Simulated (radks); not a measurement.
Values are calculated unless marked as measured or tabulated.
Question: The mean radii <r> (bohr) of the occupied orbitals of an atom or ion are listed with their occupations. Level of theory: Dirac Kohn-Sham, LDA (Slater exchange, Perdew-Wang correlation), spin-unpolarised, spherical densities, finite nucleus; Fermi nuclear charge, rms radius of each element as measured or else 0.836 A^(1/3) + 0.57 fm (a radial shooting solver on a logarithmic mesh with Libxc functionals).

| orbital | occ. | <r> |
|---|---|---|
| 1s1/2 | 2 | 0.05416 |
| 2s1/2 | 2 | 0.2425 |
| 2p1/2 | 2 | 0.2104 |
| 2p3/2 | 4 | 0.2135 |
| 3s1/2 | 2 | 0.6250 |
| 3p1/2 | 1 | 0.6132 |

Name the element and its charge. Open shells, if any, fill j = l - 1/2 first.

Answer: Z = 28, nickel, charge +15: Ni15+ in [Ne] 3s2 3p1. The 1s radius gives Z: for a bare nucleus <r> = (2 gamma + 1)/(2Z) with gamma = sqrt(1 - (Z/c)^2), 0.05282 bohr for Z = 28, and screening makes it slightly larger (0.05416 here). The occupations add up to 13, and the charge is Z minus that.
